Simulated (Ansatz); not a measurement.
The cluster As₆, relaxed as a singlet with RKS PBE-D4/def2-SVP in Ansatz, starting from the GFN1-xTB geometry. Force threshold 0.02 eV/Å.

The restricted singlet is unstable towards broken spin symmetry at other levels; at PBE-D4/def2-SVP this wasn't settled. Another isomer (singlet) lies 0.90 eV lower at PBE0-D4/def2-TZVP; other spin states weren't run for this one.

Start:

```xyz
6

As   -0.2079   -2.2323   -0.2881
As    0.2692    2.1359   -0.6627
As    1.0849    0.5336    0.8956
As    1.7891   -1.2796   -0.4756
As   -1.7814    1.3008   -0.4877
As   -1.1540   -0.4584    1.0185
```

| step | energy (eV) | largest force component (eV/Å) | SCF passes |
| --- | --- | --- | --- |
| 1 | -364952.3262 | 1.579 | 20 |
| 2 | -364952.5653 | 0.118 | 23 |
| 3 | -364952.5684 | 0.049 | 22 |
| 4 | -364952.5697 | 0.010 | 22 |
| 5 | -364952.5698 | 0.007 | 16 |
| 6 | -364952.5701 | 0.027 | 22 |
| 7 | -364952.5705 | 0.037 | 22 |
| 8 (rejected) | -364952.5647 | 0.203 | 22 |
| 9 (rejected) | -364952.5704 | 0.035 | 22 |
| 10 | -364952.5707 | 0.022 | 23 |
| 11 | -364952.5708 | 0.009 | 22 |

Force components are those of the run's own axes.

End:

```xyz
6

As   -0.203   -2.263   -0.292
As    0.339    2.134   -0.736
As    1.064    0.529    0.963
As    1.838   -1.234   -0.549
As   -1.800    1.325   -0.491
As   -1.238   -0.491    1.104
```

By distances, no bond broke or formed. The bond that changes most is As1–As6, from 2.40 to 2.48 Å (atoms count from 1).

The force fell under the threshold at step 4, but the optimiser went on. No frequencies were taken in this run, so the end may be a saddle point.

Hardware: 4 threads of Intel Xeon 6975P-C on a shared host. Wall time 19 s.
